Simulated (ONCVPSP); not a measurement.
**Before and after: ONCV potential for Os**

Os, optimised norm-conserving Vanderbilt (ONCV), made with ONCVPSP 4.0.1 (PBE, scalar-relativistic). Core [Kr] 4d10 4f14, reference 5s2 5p6 5d6 6s2. Waves: 5s+6s: rc 1.80 bohr, ncon 5, nbas 8, qcut 8.3 1/bohr, 2 projectors; 5p: rc 1.60 bohr, ncon 5, nbas 9, qcut 10.6 1/bohr, 2 projectors, debl 1.4 Ha; 5d: rc 2.35 bohr, ncon 4, nbas 9, qcut 5.5 1/bohr, 2 projectors, debl 2 Ha. Local part: polynomial inside 1.15 bohr (lpopt 1, dvloc0 3 Ha). Core correction: none.

In the p channel the program set the typed energies aside and used -1.868, 0.250 Ha.

All-electron outer shells of the reference configuration (PBE, scalar-relativistic, ld1.x):

```
shell  level (eV)  outermost node (bohr)  outermost maximum (bohr)
   5s      -91.55                   0.51                      0.91
   4f      -51.98                      –                      0.40
   5p      -50.84                   0.55                      1.03
   5d       -6.25                   0.60                      1.36
   6s       -6.15                   1.20                      2.48
```

Change: p: nbas 8.

Cutoffs: the cutoffs (Ha) at which the residual kinetic energy of the hardest occupied pseudo-wave falls to 1 and 0.1 mHa per electron; they do not see the model core or the augmentation charge, which bear on the density cutoff. Errors are all-electron minus pseudo energies relative to the spin-unpolarised reference configuration.

Task: Predict the effect on cutoff, ghosts and configuration errors.

Result: The potential gets neither clearly harder nor softer (37 Ha and 44 Ha → 38 Ha and 44 Ha); the errors of the 4 common tests hardly move; neither file shows a bound ghost.

| quantity | base | changed |
| --- | --- | --- |
| cutoff, loose | 37 Ha | 38 Ha |
| cutoff, tight | 44 Ha | 44 Ha |
| loose cutoff by channel | s 25 Ha, p 37 Ha, d 13 Ha | s 25 Ha, p 38 Ha, d 13 Ha |
| bound ghosts | none | none |
| GHOST(+) flags under 300 eV | s at 267.2 eV | s at 267.2 eV |
| error for 5s2 5p6 5d6 6s1, meV [ΔE 9.58 eV] | -2.2 | -2.2 |
| error for 5s2 5p6 5d6 6s0, meV [ΔE 26.49 eV] | -4.6 | -4.5 |
| error for 5s2 5p6 5d5 6s0, meV [ΔE 55.34 eV] | -11 | -11 |
| error for 5s2 5p6 5d6.5 6s1.5, meV [ΔE 0.05 eV] | +0.8 | +0.9 |
| s: phases at 1.82 bohr within 0.05 rad from the reference energy up to (Ha; the scan ends near 5) | to the end of the scan | to the end of the scan |
| p: phases at 1.63 bohr within 0.05 rad from the reference energy up to (Ha; the scan ends near 5) | to the end of the scan | to the end of the scan |
| d: phases at 2.39 bohr within 0.05 rad from the reference energy up to (Ha; the scan ends near 5) | to the end of the scan | to the end of the scan |
